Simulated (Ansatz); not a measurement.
One change: `B[Se][SiH2]F` becomes `B[Se][SiH2][SiH3]`.

Ansatz, PBE0-D4/def2-TZVP geometries, multiplicity 1. Each molecule was computed in one conformer, which needn't be the lowest.

Scalar relativity is left out up to krypton.

```tsv
property	`B[Se][SiH2]F`
size of the dipole moment (ωB97M-V/def2-TZVPP) / D	1.10
HOMO–LUMO gap (PBE0/def2-TZVPP) / eV	6.36
HOMO energy (B3LYP/def2-TZVPP) / eV	-7.91
HOMO energy (PBE0/def2-TZVPP) / eV	-8.17
size of the dipole moment (PBE/def2-TZVPP) / D	1.05
HOMO–LUMO gap (B3LYP/def2-TZVPP) / eV	5.93
```

(1) What does the change do to each property? (Estimate.)

Results:

(1) The calculation gave: 
```tsv
property	`B[Se][SiH2][SiH3]`	shift
size of the dipole moment (ωB97M-V/def2-TZVPP) / D	1.03	-0.07
HOMO–LUMO gap (PBE0/def2-TZVPP) / eV	5.91	-0.45
HOMO energy (B3LYP/def2-TZVPP) / eV	-7.34	0.57
HOMO energy (PBE0/def2-TZVPP) / eV	-7.56	0.61
size of the dipole moment (PBE/def2-TZVPP) / D	0.99	-0.06
HOMO–LUMO gap (B3LYP/def2-TZVPP) / eV	5.53	-0.40
```

With PBE0 the HOMO rises by 0.61 eV and the LUMO rises by 0.17 eV, so the gap narrows by about 0.44 eV. PBE moves the HOMO by 0.57 eV and ωB97M-V by 0.69 eV. Dipoles are sizes alone; their direction can turn.

B3LYP here is the variant with VWN-RPA as its local correlation; programs differ in this.

Spin–orbit coupling is left out; it splits and shifts lone-pair levels of the heavy atoms by tenths of an eV.
